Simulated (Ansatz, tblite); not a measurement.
Cost and result up the ladder for InSn₉H₁₆, a doped cluster cut from the lattice of tin (In on a surface site) (26 atoms). Charge 0, multiplicity 2. Geometry: PBE-D4/def2-SVP.

```xyz
26

Sn    0.629    2.438    1.466
Sn   -2.599   -0.745    0.528
Sn    1.641   -2.028    0.829
In    0.455    0.878   -2.941
Sn    2.333    0.325    2.216
Sn   -0.975   -2.833    1.494
Sn   -2.033    1.638    1.916
Sn    1.028    3.045   -1.254
Sn   -2.006   -0.572   -2.232
Sn    1.622   -1.657   -1.976
H     0.966    3.783    2.523
H    -4.290   -1.152    0.665
H     2.797   -3.296    1.150
H     0.611    1.008   -4.681
H     2.233   -0.016    3.918
H     3.991    0.713    1.867
H    -1.153   -3.050    3.207
H    -1.369   -4.338    0.724
H    -2.337    1.357    3.605
H    -3.141    2.872    1.398
H     0.048    4.442   -1.602
H     2.678    3.581   -1.393
H    -3.210    0.346   -3.110
H    -2.039   -2.169   -2.918
H     3.234   -1.537   -2.649
H     0.888   -3.032   -2.752
```

Ansatz on 2 threads of AMD EPYC 7R13 on a shared host and a share (18 GiB) of an NVIDIA H100 80GB HBM3; xTB runs through tblite on one thread. Times are rough, summed over both states, and most runs start from the orbitals of an earlier one. No level here is sound enough to serve as a yardstick. The other state is a singlet.

In the def2 sets In, Sn take a core potential; there is no spin–orbit coupling. The xTB rows come from tblite. Single mean-field runs in def2-TZVP are fitted with def2-universal-jkfit.

Raw xTB energies of ions are shifted by several eV, and xTB has no spin-polarisation term.

```csv
level,functions,vertical IE (eV),remarks
PBE-D4/def2-TZVP (with forces),596,7.28,"restricted singlet, untested (+1 singlet)"
r2SCANh-D4/def2-TZVP,596,7.55,"restricted singlet, untested (+1 singlet)"
GFN2-xTB,106,11.75,–
PBE0-D4/def2-TZVP,596,7.52,"restricted singlet, untested (+1 singlet)"
GFN1-xTB,122,11.26,–
```

Question: Estimate how long each takes.

Answer: GFN1-xTB 0.12 s; GFN2-xTB 0.18 s; PBE0-D4/def2-TZVP 22 s; r2SCANh-D4/def2-TZVP 24 s; PBE-D4/def2-TZVP (with forces) 26 s. On shared hardware such times vary by a factor of up to 3.
